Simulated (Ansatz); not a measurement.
Consider the isomerisation: `C[Si]SC` → `[SiH3]/C=C\S`.

Gas-phase electronic energies from Ansatz, PBE0-D4/def2-TZVP geometries. CCSD(T)/CBS is the MP2 limit (def2-TZVPP, def2-QZVPP) plus CCSD(T) − MP2 in def2-TZVPP, frozen cores. This one scheme is used for every species. Functionals use def2-TZVPP. One conformer a species, not always the lowest.

CCSD(T)/CBS gives +17.3 kcal/mol.

Problem. Another level gave +16.5 kcal/mol. Which?
A. SCS-MP2/def2-TZVPP
B. PBE0/def2-TZVPP
C. r2SCAN/def2-TZVPP
D. HF/def2-TZVPP

Solution. C. r2SCAN 16.5, PBE0 19.4, HF/def2-TZVPP 13.6, SCS-MP2/def2-TZVPP 14.8 kcal/mol.

Largest T1 diagnostic among the species: 0.014.

In def2-TZVPP, CCSD(T) changes the Hartree–Fock value by +2.9 kcal/mol (the triples alone add −0.1 kcal/mol) and MP2 by +2.8 kcal/mol.
